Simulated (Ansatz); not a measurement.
ReO3(NH2) (ReNO3H2). Total charge 0; singlet. Geometry r2SCAN-D4/def2-SVP, basis def2-TZVP, Ansatz.

| run | HOMO (eV) | LUMO (eV) |
| --- | --- | --- |
| A | -10.37 | -1.94 |
| B | -8.97 | -2.99 |
| C | -11.32 | -0.83 |
| D | -10.35 | -2.18 |
| E | -7.51 | -3.67 |
| F | -7.42 | -3.58 |

In the def2 sets Re takes a core potential; there is no spin–orbit coupling.

Q: The runs used BHLYP, CAM-B3LYP, PBE, PBE0, revPBE, ωB97X-V. Estimate which is which.

A: A CAM-B3LYP (range-separated); B PBE0 (25 % exact exchange); C ωB97X-V (range-separated); D BHLYP (50 % exact exchange); E PBE (0 % exact exchange); F revPBE (0 % exact exchange). Exact exchange lowers occupied and raises empty levels; among semilocal functionals meta-GGAs tend to open the gap a little, and such runs are hard to tell apart. The gap grows from 3.84 eV (PBE) to 10.49 eV (ωB97X-V).
